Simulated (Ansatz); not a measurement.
Reaction (formal loss of a carbene): `C[O][Al]([CH3])[Cl]` → `C[O][AlH][Cl]` + `[CH2]` (triplet)

Gas-phase electronic energies from Ansatz, PBE0-D4/def2-TZVP geometries. CCSD(T)/CBS is the MP2 limit (def2-TZVPP, def2-QZVPP) plus CCSD(T) − MP2 in def2-TZVPP, frozen cores. This one scheme is used for every species. DFT in def2-TZVPP. Triplets are unrestricted, without spin–orbit coupling. One conformer a species, not always the lowest.

`C[O][Al]([CH3])[Cl]`:

Z-matrix (Å, degrees):
```
C
O 1 1.399
H 1 1.095 2 109.9
H 1 1.096 2 112.4 3 -120.6
H 1 1.095 2 109.9 3 118.7
Al 2 1.678 1 135.5 3 120.8
Cl 6 2.105 2 117.2 1 -0.1
C 6 1.930 2 121.3 1 179.9
H 8 1.093 6 110.8 2 121.9
H 8 1.094 6 110.8 2 -119.6
H 8 1.092 6 111.4 2 1.1
```

`C[O][AlH][Cl]`:

```xyz
8

C    -0.008    0.102    1.288
O     0.543    0.407    0.038
Al    0.215    0.029   -1.557
Cl   -1.415   -1.217   -1.990
H    -0.320    1.022    1.791
H    -0.878   -0.560    1.209
H     0.743   -0.390    1.915
H     1.120    0.607   -2.694
```

`[CH2]` (triplet):

Z-matrix (Å, degrees):
```
C
H 1 1.079
H 1 1.079 2 134.9
```

**Question.** Is it downhill or uphill in electronic energy at CCSD(T)/CBS, and by how much? (Estimate.)

**Answer.** Computed: Uphill: ΔE = +484.8 kJ/mol.

**Question.** What do these levels give: PBE-D4, B97M-V, CAM-B3LYP-D4, RPA@PBE/def2-TZVPP, CCSD/def2-SVP, CCSD(T)/def2-TZVPP? (Estimate.)

**Answer.** The calculation gave: PBE-D4 491.9, B97M-V 479.3, CAM-B3LYP-D4 480.7, RPA@PBE/def2-TZVPP 461.3, CCSD/def2-SVP 449.0, CCSD(T)/def2-TZVPP 472.4 kJ/mol.

Largest T1 diagnostic among the species: 0.011.

In def2-TZVPP, CCSD(T) changes the Hartree–Fock value by +141.5 kJ/mol (the triples alone add +11.6 kJ/mol) and MP2 by +156.0 kJ/mol. From PBE to PBE0 (25 % exact exchange), in def2-TZVPP and without D4, ΔE moves by −8.4 kJ/mol.
